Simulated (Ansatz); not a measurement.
`[Cl][Ge]([Cl])([Br])[Br]`, relaxed with RKS PBE0-D4/def2-TZVP in Ansatz 0.2.0 from a GFN2-xTB geometry. The force threshold is 0.005 eV/Å; the program also tests the step.

Charge 0, multiplicity 1.

Start:

```xyz
5

Cl   -1.277    0.112   -1.747
Ge   -0.043    0.050   -0.014
Cl   -0.339    1.774    1.197
Br   -0.531   -1.859    1.217
Br    2.190   -0.077   -0.652
```

```json
{"step": "1", "energy (eV)": "-221630.6169", "largest force (eV/Å)": "0.675", "largest move (Å)": "0.000"}
{"step": "2", "energy (eV)": "-221630.6612", "largest force (eV/Å)": "0.092", "largest move (Å)": "0.045"}
{"step": "3", "energy (eV)": "-221630.6620", "largest force (eV/Å)": "0.019", "largest move (Å)": "0.006"}
{"step": "4", "energy (eV)": "-221630.6620", "largest force (eV/Å)": "0.003", "largest move (Å)": "0.001"}
```

End:

```xyz
5

Cl   -1.261    0.120   -1.720
Ge   -0.015    0.018   -0.005
Cl   -0.341    1.752    1.173
Br   -0.544   -1.831    1.206
Br    2.162   -0.058   -0.655
```

It took 43 s on 4 threads of an Arm Neoverse V2 on a shared host, with 1 GiB of host memory at the peak.
